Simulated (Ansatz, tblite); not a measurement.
Forces on the cluster Nb2S6 at its PBE-D4/def2-SVP geometry. The state is a singlet with charge 0.

In the def2 sets Nb takes a core potential; there is no spin–orbit coupling. The xTB rows come from tblite. No other spin state of charge 0 was run. Another isomer (singlet) lies 2.12 eV lower at PBE0-D4/def2-TZVP; other spin states weren't run for this one.

GFN1-xTB (tblite), largest force 2.79 eV/Å:

```xyz
8
positions Å, forces eV/Å
Nb    0.122   -0.055    0.126    0.904   -1.807    1.930
Nb   -0.646    1.765   -1.469    0.097    1.357   -1.332
S    -0.545   -2.310    0.959    0.335    1.512    0.711
S     0.377   -0.315   -2.400    0.701    1.119    0.994
S     1.730    1.046   -1.435   -0.924   -0.985   -0.664
S    -0.365   -0.848    2.453    1.341   -0.104   -1.542
S    -2.231    0.691   -0.314   -0.584   -0.379    0.218
S     1.559    0.025    2.080   -1.870   -0.712   -0.315
```

GFN2-xTB (tblite), largest force 3.48 eV/Å:

```
Nb 1.262 -2.162 1.983
Nb -0.594 2.981 -1.704
S 0.215 0.970 0.722
S 0.947 0.203 -0.041
S 0.457 -0.723 -0.943
S 0.722 -0.402 -0.599
S -2.006 -0.433 0.477
S -1.004 -0.434 0.106
```

PBE-D4/def2-TZVP (Ansatz), largest force 0.75 eV/Å:

```
Nb 0.025 -0.099 -0.021
Nb 0.162 -0.297 -0.020
S 0.053 0.455 0.338
S 0.256 0.544 0.455
S -0.610 -0.350 -0.165
S 0.469 -0.134 -0.574
S 0.183 0.062 -0.039
S -0.539 -0.181 0.026
```
